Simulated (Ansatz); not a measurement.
This geometry of H2S + H4OSn (9 atoms, charge 0, multiplicity 1) is a first-order saddle point.

Method: RHF/def2-SVP in Ansatz.

```xyz
9
Properties=species:S:1:pos:R:3
Sn -0.051 -0.040 -0.170
O -0.234 -0.435 1.884
H -0.254 0.207 2.583
H 1.522 0.454 -0.537
H -1.086 1.332 -0.137
H -0.785 -1.304 -1.012
S 1.587 -2.418 1.243
H 0.686 -3.397 1.108
H 0.515 -1.289 1.951
```

Which two structures does it join? (They come from a converged band through this point; their orientation in space is the band's.)

Bonds broken: Sn1–O2, S7–H9. Bonds formed: Sn1–S7, O2–H9. H2S + H4OSn becomes H2O + H4SSn.

Initial state:

```xyz
9
Properties=species:S:1:pos:R:3
Sn -0.228 0.314 -0.160
O -0.241 -0.188 1.759
H -0.716 0.369 2.357
H 1.387 0.630 -0.587
H -1.200 1.716 -0.298
H -0.901 -0.996 -1.013
S 1.853 -2.944 1.474
H 0.842 -3.807 1.354
H 1.103 -1.984 2.026
```

Final state:

```xyz
9
Properties=species:S:1:pos:R:3
Sn 0.438 -0.332 -0.465
O -1.130 -0.604 2.543
H -0.932 0.023 3.223
H 1.258 -0.297 -1.968
H 0.444 1.211 0.246
H -1.111 -1.000 -0.671
S 1.766 -1.742 1.041
H 1.628 -2.878 0.350
H -0.461 -1.271 2.614
```

How far does it lie above each of them?

0.98 eV above the first and 1.53 eV above the second. This is the barrier of this one path; another mechanism may lie lower. The orbitals stay closed-shell, which can raise the energy where a bond breaks towards radicals; this wasn't checked here.

The run took 4.2 min on 1 thread of AMD EPYC 9R45 96-Core Processor (Zen 5) (shared host), peak memory 0.2 GiB.
